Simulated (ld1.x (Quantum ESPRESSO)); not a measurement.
Before and after: PAW potential for holmium

```
Element                 : holmium
Generator               : ld1.x (Quantum ESPRESSO) 7.5
Type                    : PAW
Functional              : BP86
Relativity              : scalar-relativistic
Frozen core             : [Kr] 4d10 4f10
Valence charge          : 11
Reference configuration : 5s2 5p6 5d2 6s1 6p0
Partial waves           : 5s (bound): rcut 2.15, rcutus 2.30 bohr; 6s (bound): rcut 2.15, rcutus 2.30 bohr; 5p (bound): rcut 1.95, rcutus 2.10 bohr; 6p (bound, empty): rcut 1.95, rcutus 2.10 bohr; 5d (bound): rcut 2.00, rcutus 2.15 bohr; 5d channel at 0.7 Ry: rcut 2.00, rcutus 2.15 bohr
Local potential         : all-electron potential smoothed inside 1.65 bohr (lloc = -1)
Core correction         : a·sin(br)/r model core inside 1.55 bohr
Augmentation charge     : PSQ, inside the norm-conserving radii
```

All-electron outer shells of the reference configuration (BP86, scalar-relativistic, ld1.x):

```tsv
shell	level (eV)	outermost node (bohr)	outermost maximum (bohr)
4d	-165.18	0.25	0.52
5s	-53.24	0.61	1.13
5p	-28.05	0.66	1.28
4f	-8.23	–	0.52
6s	-4.13	1.52	3.30
5d	-1.69	0.74	1.95
6p	-1.30	1.85	4.63
```

Change: all radii but the core radius scaled by about 0.90 (s 2.08, p 1.90, d 1.94 bohr, rcut 1.94/1.76/1.82); local potential all-electron potential smoothed inside 1.50 bohr (lloc = -1).

Cutoffs: the cutoffs (Ry, on a coarse ladder) from which the occupation-weighted sum of valence levels, in a spherical-Bessel basis at the reference potential, stays within 10 and 1 mRy of its value at 400 Ry; they do not see the model core or the augmentation charge, which bear on the density cutoff. Errors are all-electron minus pseudo energies relative to the spin-unpolarised reference configuration.

**Question.** Predict the effect on cutoff, ghosts and configuration errors.

**Answer.** The potential gets harder (18 Ry and 35 Ry → 25 Ry and 40 Ry); the number of tests with a reliable result goes from 7 to 1 (the test run of the changed file stopped, so its transferability is not established); neither file shows a bound ghost. A smaller radius makes the pseudo-wave follow the all-electron one further in, where it bends more sharply, so more plane waves are needed.

| quantity | base | changed |
| --- | --- | --- |
| cutoff, loose | 18 Ry | 25 Ry |
| cutoff, tight | 35 Ry | 40 Ry |
| loose cutoff by channel (10 mRy a level) | s 15 Ry, p 15 Ry, d 15 Ry | s 12 Ry, p 18 Ry, d 18 Ry |
| bound ghosts | none | none |
| tests with a reliable result | 7 of 7 | 1 of 7 (the test run stopped) |
| error for 5s2 5p6 5d1 6s2 6p0, meV [ΔE -2.30 eV] | -1.2 | -2.2 |
| lowest overlap eigenvalue by channel | s 0.02, p 0.05, d 0.95 | s 0.06, p 0.03, d 0.92 |

Base: ld1.x printed “convergence not achieved” for 6 of the counted tests; their residual had stalled under 1e-8, short of the target of 1e-14. Changed file: ld1.x printed “convergence not achieved” for 1 of the counted tests; its residual had stalled under 1e-8, short of the target of 1e-14.
